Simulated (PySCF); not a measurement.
Vertical excitations of a molecule C₄H₄Cl₂ from TDDFT-B3LYP/def2-SVPD (PySCF), as energy in eV (oscillator strength): 4.92 (0.606), 5.95 (0.002), 5.99 (0.000), 6.00 (0.000), 6.02 (0.000), 6.11 (0.000), 6.46 (0.008), 6.50 (0.000), 7.05 (0.012), 7.28 (0.000). Lowest triplet (TDA): 2.82 eV. Coordinates come from a B3LYP-D3(BJ)/def2-SVP optimisation. The values are those of a single conformer.

**Question.** Which structure fits?
A) C=C(Cl)/C=C\Cl
B) Cl/C=C\C=C/Cl
C) ClC1=C(Cl)CC1
D) C#CCC(Cl)Cl

**Answer.** B, Cl/C=C\C=C/Cl
